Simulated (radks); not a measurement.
Initial-state core-level shifts of the ruthenium ion Ru+ when its valence configuration changes from [Kr] 4d7. Calculated with a radial shooting solver on a logarithmic mesh with Libxc functionals: scalar-relativistic Kohn-Sham, LDA (Slater exchange, Perdew-Wang correlation), spin-unpolarised, spherical densities, finite nucleus; Fermi nuclear charge, rms radius 4.4809 fm. Shifts are changes of the shell-averaged eigenvalues in eV (positive: less bound); the change of the density at the nucleus, which sets a Mossbauer isomer shift, is in e/bohr^3, on a base of 1.12e+05.

| valence | 2s | 2p | 4s | 4p | density at nucleus |
|---|---|---|---|---|---|
| 4d5 5s2 | -8.766 | -8.728 | -7.743 | -7.384 | +47.05 |
| 4d6 5p1 | -5.429 | -5.409 | -5.049 | -4.881 | +2.12 |
| 4d5 5s1 5p1 | -10.067 | -10.026 | -9.050 | -8.682 | +26.80 |
| 4d6.5 5p0.5 | -2.659 | -2.650 | -2.497 | -2.419 | +0.95 |
| 4d6 5s1 | -4.120 | -4.102 | -3.710 | -3.547 | +21.05 |
